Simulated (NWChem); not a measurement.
System: SiN2H4F2; SMILES N[Si](N)(F)F

```xyz
9

N      1.1949     0.7029     0.9733
Si     0.0000     0.0000    -0.0126
N     -1.1949    -0.7029     0.9733
F     -0.7997     0.9824    -1.0053
F      0.7997    -0.9824    -1.0053
H      2.1223     0.8846     0.6124
H      0.9383     1.3459     1.7105
H     -2.1223    -0.8846     0.6124
H     -0.9383    -1.3459     1.7105
```
Atoms are numbered in this order, from 1.

Results from NWChem. Geometry: optimised at B3LYP/6-31G* (spherical d). Total energies compare along this basis series because the functional is fixed.

```csv
level,basis functions,energy (Ha),highest occupied level (eV),orbital gap (eV),dipole (D)
TPSS/cc-pVDZ,94,-601.3213,(withheld),(withheld),(withheld)
TPSS/aug-cc-pVDZ,155,-601.3687,-6.71,5.83,2.33
TPSS/cc-pVTZ,210,-601.4783,-6.54,6.67,2.31
```

**Question.** Fill in the missing entries.

**Answer.** 
- TPSS/cc-pVDZ, highest occupied level (eV): -6.24
- TPSS/cc-pVDZ, orbital gap (eV): 6.87
- TPSS/cc-pVDZ, dipole (D): 2.45
